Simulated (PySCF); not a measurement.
# One molecule, several mistakes: CH4NOSi anion

These are calculations, not measurements. The program is PySCF 2.14.0, an open-source quantum chemistry code, run on an isolated molecule that a program drew, which may never have been made. The molecule is CH4NOSi anion (charge -1, singlet), drawn as the SMILES string `CN=[SiH][O-]`.

Each row is a Hartree-Fock (HF) and frozen-core CCSD(T) single point in the aug-cc-pV(D+d)Z basis, meant for a local HF minimum. Run 1 is clean. Each other run has one planted mistake out of seven kinds, and not every kind appears here: one electron removed, one electron added, multiplicity raised by two, geometry at a saddle point, minimal basis STO-3G, one bond length entered in bohr, all coordinates scaled. The reference is restricted for singlets and unrestricted otherwise, and also for a bond in bohr. Adding or removing an electron swaps singlet and doublet. Electrons count all cores. HOMO and LUMO are orbital energies over both spins, the gradient is its largest component, and the lowest frequency (negative if imaginary) is given only where the gradient is small. Bond lengths are over the 7 bonds as drawn. T1 is the CCSD diagnostic: over 0.02 (restricted) or 0.045 (unrestricted) a single reference is doubtful.

Geometry of the clean run:
```xyz
8
CH4NOSi anion, angstrom
C    -1.8499   -0.6750    0.5924
N    -0.6548   -0.4379   -0.1666
Si   -0.3369    0.8038   -1.1405
O    -1.0774    2.0713   -1.5968
H    -2.6332    0.0913    0.4860
H    -1.6340   -0.7492    1.6698
H    -2.3166   -1.6343    0.3185
H     1.0262    0.6374   -1.7200
```

| run | electrons | basis functions | <S^2> | HOMO (eV) | LUMO (eV) | gradient (hartree/bohr) | lowest frequency (cm^-1) | mean bond (Å) | longest bond (Å) | T1 | HF (hartree) | CCSD(T) (hartree) | mistake |
|---|---|---|---|---|---|---|---|---|---|---|---|---|---|
| 1 | 40 | 137 | 0.000 | -4.07 | 3.83 | 2.8e-06 | 108 | 1.3395 | 1.610 | 0.0187 | -458.49212 | -459.18679 | no fault |
| 2 | 39 | 137 | 0.788 | -11.23 | -0.60 | 9.0e-02 | - | 1.3395 | 1.610 | 0.0272 | -458.42043 | -459.06681 | one electron removed |
| 3 | 40 | 137 | 0.000 | -4.04 | 3.86 | 1.0e-01 | - | 1.2618 | 1.516 | 0.0169 | -458.45516 | -459.13169 | all coordinates scaled |
| 4 | 40 | 137 | 0.638 | -3.60 | 3.85 | 3.8e-02 | - | 1.4795 | 2.081 | 0.0567 | -458.38489 | -459.08368 | ? |

**Which mistake was planted in run 4, and what did it cost?**

The mean bond changes by a factor of 1.105 and the longest by 1.293, so the molecule wasn't scaled as a whole. A length L in bohr read as angstrom grows by (1/0.5292 - 1) L = 0.890 L. The 7 bonds together grew by 7 x 0.1400 = 0.980 Å, which gives L = 1.101 Å. That is the length of one of the C-H bonds, 1.101 Å in the clean geometry. So the mistake is: one bond length entered in bohr. Subtracting run 1 and multiplying by 627.51 kcal/mol a hartree, the energy moved by 67.3 kcal/mol in HF and 64.7 kcal/mol in CCSD(T).

Cautions from the logs. Run 4: T1 is over the limit, so its CCSD(T) energy is less reliable.
